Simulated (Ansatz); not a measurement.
Consider the substitution at a C–Si bond: `C[SiH2]OB[SiH3]` + `FB(Cl)[SeH]` → `C[Se]B(F)Cl` + `[SiH3]BO[SiH3]`.

Computed with Ansatz on PBE0-D4/def2-TZVP structures; ΔE is electronic, products minus reactants. CCSD(T)/CBS adds triple-zeta CCSD(T) − MP2 to the extrapolated MP2 energy (def2 sets, frozen cores). Functionals use def2-TZVPP. For Se outer-core shells are correlated without core-valence functions, which leaves a few kJ/mol of doubt a bond. Scalar relativity is left out up to krypton. One conformer a species, not always the lowest.

`C[SiH2]OB[SiH3]`:

Cartesian coordinates in Å:
```
C -1.731 -1.742 0.332
Si 0.026 -1.538 0.899
O 0.711 -0.121 0.350
B 0.277 0.897 -0.413
Si 1.496 2.465 -0.839
H -1.800 -1.770 -0.758
H -2.366 -0.932 0.695
H -2.128 -2.684 0.720
H 0.884 -2.638 0.392
H 0.108 -1.492 2.380
H -0.853 0.871 -0.846
H 2.853 2.352 -0.237
H 1.649 2.598 -2.318
H 0.874 3.733 -0.357
```

`FB(Cl)[SeH]`:

Cartesian coordinates in Å:
```
F -0.654 1.678 -0.491
B -0.077 0.587 -0.031
Cl 1.197 0.749 1.155
Se -0.700 -1.112 -0.720
H 0.234 -1.902 0.088
```

`C[Se]B(F)Cl`:

```xyz
8

C    -1.204    0.513   -0.237
Se    0.581    1.187    0.155
B     1.551   -0.469    0.310
F     2.841   -0.410    0.581
Cl    0.818   -2.050    0.112
H    -1.842    1.388   -0.343
H    -1.190   -0.054   -1.163
H    -1.554   -0.106    0.585
```

`[SiH3]BO[SiH3]`:

Cartesian coordinates in Å:
```
Si -1.094 -0.788 -1.869
B -0.605 -0.013 -0.057
O 0.686 0.121 0.307
Si 1.401 0.705 1.688
H 0.085 -1.162 -2.696
H -1.912 0.198 -2.632
H -1.942 -2.002 -1.682
H -1.465 0.337 0.719
H 2.228 -0.381 2.263
H 0.358 1.135 2.654
H 2.259 1.850 1.304
```

```
             level  ΔE (kJ/mol)
      CAM-B3LYP-D4         50.1
            r2SCAN         51.5
RPA@PBE/def2-TZVPP         40.8
     HF/def2-QZVPP         46.3
```

What does CCSD(T)/CBS give? (An estimate is asked.)

Ansatz gave: +47.1 kJ/mol. The listed levels differ from it by 3.0, 4.4, -6.3, -0.8 kJ/mol.

Largest T1 diagnostic among the species: 0.014.

Leaving LDA and LC-ωPBE aside and taking each functional with its dispersion term where it has one, the values, not all of them listed here, spread over 9.7 kJ/mol, from BLYP-D4 to B97M-V. LDA lies +6.0 kJ/mol from PBE without D4. From BLYP to BHLYP (50 % exact exchange), in def2-TZVPP and without D4, ΔE moves by +3.6 kJ/mol.
